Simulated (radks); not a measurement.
Values are calculated unless marked as measured or tabulated.
Q: Level of theory: scalar-relativistic Kohn-Sham, LDA (Slater exchange, Perdew-Wang correlation), spin-polarised, spherical densities, finite nucleus; open shells are filled with parallel spins first (spin-orbit coupling, left out, can overturn this in heavy ions); Fermi nuclear charge, rms radius of each element as measured or else 0.836 A^(1/3) + 0.57 fm (a radial shooting solver on a logarithmic mesh with Libxc functionals). Response by self-consistent Sternheimer equations with the Hartree and adiabatic LDA kernel, the relativistic mass of each level held fixed and spin-orbit coupling left out. For heavy and open-shell atoms this level of theory can miss by tens of per cent. Rank Mn, Ag, Eu2+, Ho+, I (NIST ground configurations) by static dipole polarisability, largest first.

A: Mn 65.72, Ho+ 60.69, Ag 44.75, I 34.12, Eu2+ 9.698 bohr^3.
